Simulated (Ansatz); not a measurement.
Total energies of [Te3]2- (Te₃²⁻) from Ansatz at PBE0-D4/def2-TZVPD, gas phase (1 Eh = 27.2114 eV = 2625.5 kJ/mol). The reference geometry is relaxed at B3LYP-D4/def2-SVPD.

| state | geometry | energy (Eh) |
| --- | --- | --- |
| charge -2 singlet | reference | -804.19757 |
| charge -1 doublet | reference | -804.25492 |
| charge -1 doublet | relaxed at B3LYP-D4/def2-SVPD | -804.26475 |

In the def2 sets Te takes a core potential; there is no spin–orbit coupling. A multiply charged anion in the gas phase is held together partly by the finite basis. Removing one electron lowers the energy by 1.56 eV at PBE0-D4/def2-TZVPD, so it isn't bound.

Problem. Work out the vertical ionisation energy to the doublet.

Solution. E(charge -1 doublet) − E(charge -2 singlet) = -804.25492 − (-804.19757) = -0.05735 Eh = -1.56 eV. For comparison, −ε of the highest occupied level is -2.89 eV at this level, 1.33 eV less.

Problem. How much does the charge -1 doublet relax, and what is the adiabatic ionisation energy?

Solution. Relaxation: -804.25492 − (-804.26475) = 0.00983 Eh = 0.27 eV. Adiabatic ionisation energy: -0.06718 Eh = -1.83 eV, without zero-point energy. 

At PBE0-D4/def2-TZVPD the highest occupied level of the charge -2 singlet lies above zero (up to 2.89 eV). By energy differences it is unbound by 1.56 eV (vertical, to the charge -1 doublet, at PBE0-D4/def2-TZVPD) and held by the finite basis.
